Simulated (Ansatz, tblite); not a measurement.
Forces on [closo-1,2-(F)2B6H4]2- (B₆H₄F₂²⁻) at its PBE-D4/def2-SVPD geometry. The state is a singlet with charge -2.

The xTB rows come from tblite. A multiply charged anion in the gas phase is held together partly by the finite basis. Removing one electron lowers the energy by 1.43 eV at PBE0-D4/def2-TZVPD, so it isn't bound. At PBE0-D4/def2-TZVPD the highest occupied level of the charge -2 singlet lies above zero (up to 3.15 eV). By energy differences it is unbound by 1.43 eV (vertical, against the charge -1 doublet, at PBE0-D4/def2-TZVPD) and held by the finite basis.

GFN1-xTB (tblite), largest force 0.98 eV/Å:

```xyz
12
positions Å, forces eV/Å
B    -0.399   -1.134   -0.100   -0.063   -0.030   -0.111
B    -1.067    0.346    0.541   -0.864    0.159    0.263
B    -0.436    0.295   -1.085   -0.061   -0.096   -0.066
B     0.427    1.165    0.139    0.321    0.920    0.075
B     0.464   -0.269    1.127    0.351   -0.245    0.878
B     1.092   -0.321   -0.507    0.700   -0.324   -0.496
F    -0.890   -2.478   -0.255   -0.060   -0.224    0.018
H    -2.138    0.672    1.055    0.403   -0.094   -0.152
F    -0.969    0.610   -2.385   -0.069    0.094   -0.201
H     0.843    2.313    0.265   -0.143   -0.413   -0.032
H     0.917   -0.544    2.235   -0.157    0.112   -0.394
H     2.156   -0.655   -1.030   -0.357    0.141    0.217
```

GFN2-xTB (tblite), largest force 2.07 eV/Å:

```
B 0.675 1.953 0.148
B 1.046 -0.366 -0.570
B 0.739 -0.532 1.861
B -0.431 -1.188 -0.132
B -0.469 0.284 -1.146
B -1.111 0.301 0.478
F -0.330 -0.969 -0.063
H -0.171 0.076 0.116
F -0.362 0.274 -0.920
H 0.100 0.264 0.037
H 0.108 -0.056 0.257
H 0.206 -0.041 -0.067
```

PBE0-D4/def2-TZVPD (Ansatz), largest force 0.69 eV/Å:

```
B -0.079 -0.225 -0.020
B 0.116 -0.023 -0.038
B -0.086 0.059 -0.215
B -0.045 -0.142 -0.003
B -0.050 0.046 -0.133
B -0.097 0.043 0.066
F 0.238 0.648 0.078
H 0.311 -0.096 -0.151
F 0.258 -0.149 0.627
H -0.122 -0.336 -0.037
H -0.133 0.080 -0.324
H -0.312 0.096 0.151
```
